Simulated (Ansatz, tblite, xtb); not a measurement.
# C3H7NSi (SMILES C=C1[SiH2]N1C): methods side by side

C3H7NSi: 12 atoms, total charge 0, spin state singlet. As SMILES, `C=C1[SiH2]N1C`. The coordinates come from a PBE0-D4/def2-TZVP relaxation.

Quantity: the dipole moment, in D. The values are calculated.

```csv
level,kind,program,value (D),CPU time
GFN1-xTB,semi-empirical,tblite,1.92,under 2 s
GFN2-xTB,semi-empirical,tblite,1.77,under 2 s
GFN0-xTB,semi-empirical,xtb,3.21,under 2 s
IPEA1-xTB,semi-empirical,tblite,1.36,under 2 s
HF/STO-3G,Hartree–Fock,Ansatz,2.39,1.4 s
HF/3-21G,Hartree–Fock,Ansatz,1.65,2.3 s
HF/def2-SVP,Hartree–Fock,Ansatz,1.88,8.9 s
HF/def2-TZVP,Hartree–Fock,Ansatz,2.04,44 s
r2SCAN/def2-TZVP,meta-GGA,Ansatz,1.86,69 s
B3LYP/6-31G* (spherical functions),global hybrid,Ansatz,1.68,16 s
```

The values span 1.36 to 3.21 D. Sets without polarisation functions give poor dipoles. Without the sets that lack polarisation functions the rows with a basis span only 1.68 to 2.04 D. CPU times are rough (shared hosts, several kinds of processor): they show what a rung costs within a factor of a few.
